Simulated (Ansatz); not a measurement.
Kohn–Sham single points on CH$_{4}$FSeSi, SMILES `C[Se][SiH]F` radical.

```yaml
crystal:
  periodic: [false, false, false]
  atoms:
    - {symbol: C, position_ang: [-0.378251, 1.293029, -0.497035]}
    - {symbol: Se, position_ang: [0.758371, 0.532553, 0.906302]}
    - {symbol: Si, position_ang: [0.102011, -1.613016, 0.727632]}
    - {symbol: F, position_ang: [0.440628, -2.244624, -0.712083]}
    - {symbol: H, position_ang: [-0.152046, 0.827214, -1.453008]}
    - {symbol: H, position_ang: [-1.426252, 1.160764, -0.238647]}
    - {symbol: H, position_ang: [-0.138572, 2.353947, -0.538048]}
    - {symbol: H, position_ang: [0.886310, -2.367068, 1.748987]}
basis:
  gaussian: {orbitals: def2-TZVPP}
magnetization: {spin_polarized: true, initial_magnetization: 1}
hamiltonian: {xc: r2scan, dispersion: d4}
output: {forces: true, orbitals: {seedname: orbitals}}
```

```sh
$ ansatz run in.yaml --threads 2 --pin off --events-out ev --progress --plain --max-ram 20480MiB --backend cpu
```

Output, abridged:

```
Functional definition: r2SCAN
1247 factors; their error is unknown
mean field evaluation 1: about -77039.2620 eV, gradient 4.3e1 eV
mean field evaluation 2: about -77025.6730 eV, gradient 7.0e1 eV
mean field evaluation 4: about -77046.5989 eV, gradient 4.9e0 eV
mean field evaluation 8: about -77046.6970 eV, gradient 2.7e-1 eV
mean field evaluation 16: about -77046.6431 eV, gradient 3.4e-3 eV
mean field -77046.64309827 eV, -2831.4119097709 hartree, gradient 4.3e-5 eV, S^2 0.754517; 0 other end points of the search recorded, 0 dependent functions left out
reference -77046.64311219 eV, -2831.4119102826 hartree; 34, 33 occupied and 174, 175 virtual orbitals, 1247 factors
Total energy: -77046.68531135 eV, -2831.4134610729 hartree
Atom 0 at    -0.378251     1.293029    -0.497035 Å, force    -0.123037     0.096201    -0.155812 eV/Å
Atom 1 at     0.758371     0.532553     0.906302 Å, force     0.115865    -0.042054     0.143718 eV/Å
Atom 2 at     0.102011    -1.613016     0.727632 Å, force    -0.009340    -0.023306     0.074454 eV/Å
Atom 3 at     0.440628    -2.244624    -0.712083 Å, force     0.008845    -0.024801    -0.071615 eV/Å
Atom 4 at    -0.152046     0.827214    -1.453008 Å, force    -0.006702     0.009255     0.024297 eV/Å
Atom 5 at    -1.426252     1.160764    -0.238647 Å, force     0.029957     0.002946    -0.007607 eV/Å
Atom 6 at    -0.138572     2.353947    -0.538048 Å, force    -0.006595    -0.035305     0.001033 eV/Å
Atom 7 at     0.886310    -2.367068     1.748987 Å, force    -0.008993     0.017064    -0.008467 eV/Å
Dipole moment:    -0.209985     0.234936    -0.041337 e Å
```

It took 12 s on 2 threads of a server CPU on a shared host, with 0.49 GiB of host memory at the peak.

With the line `hamiltonian: {xc: lda}` and no forces (abridged; 3.2 s):

```
Functional definition: SPW92
mean field evaluation 16: about -76896.9140 eV, gradient 1.8e-4 eV
mean field -76896.91400817 eV, -2825.9094671999 hartree, gradient 5.2e-5 eV, S^2 0.751242
Total energy: -76896.91404428 eV, -2825.9094685268 hartree
```

The same input with `hamiltonian: {xc: pbe, dispersion: d4}` (abridged; 5.5 s):

```
Functional definition: PBE
mean field evaluation 16: about -77031.3815 eV, gradient 2.6e-4 eV
mean field -77031.38151054 eV, -2830.8510567667 hartree, gradient 3.5e-5 eV, S^2 0.752436
Total energy: -77031.56762092 eV, -2830.8578961968 hartree
Atom 0 force    -0.061778     0.037906    -0.090830 eV/Å
Atom 1 force     0.270539     0.115508     0.286794 eV/Å
Atom 2 force    -0.339546     0.116154     0.411502 eV/Å
Atom 3 force     0.135160    -0.279988    -0.596073 eV/Å
Atom 4 force     0.035879    -0.087412    -0.190924 eV/Å
Atom 5 force    -0.207329    -0.028573     0.047596 eV/Å
Atom 6 force     0.045046     0.207933    -0.009619 eV/Å
Atom 7 force     0.122030    -0.081530     0.141553 eV/Å
Dipole moment:    -0.183590     0.246555    -0.033815 e Å
```

Changing it to `hamiltonian: {xc: pbe0, dispersion: d4}` and no forces (abridged; 8.5 s):

```
Functional definition: PBE0
mean field evaluation 16: about -77034.3980 eV, gradient 4.9e-4 eV
mean field -77034.39800459 eV, -2830.9619108782 hartree, gradient 4.8e-5 eV, S^2 0.753576
Total energy: -77034.55540304 eV, -2830.9676951647 hartree
```

With the line `hamiltonian: {xc: {name: LC-wPBE}}` and no forces (abridged; 6 s):

```
Functional definition: LC-wPBE
mean field evaluation 16: about -77035.7196 eV, gradient 6.7e-4 eV
mean field -77035.71960668 eV, -2831.0104788595 hartree, gradient 2.2e-5 eV, S^2 0.755568
Total energy: -77035.71960669 eV, -2831.0104788597 hartree
```

Changing it to `hamiltonian: {xc: {name: CAM-B3LYP}, dispersion: d4}` and no forces (abridged; 12 s):

```
Functional definition: CAM-B3LYP
mean field evaluation 16: about -77051.5972 eV, gradient 3.4e-3 eV
mean field -77051.59717556 eV, -2831.5939687533 hartree, gradient 4.0e-5 eV, S^2 0.754065
Total energy: -77051.75919168 eV, -2831.5999227360 hartree
```
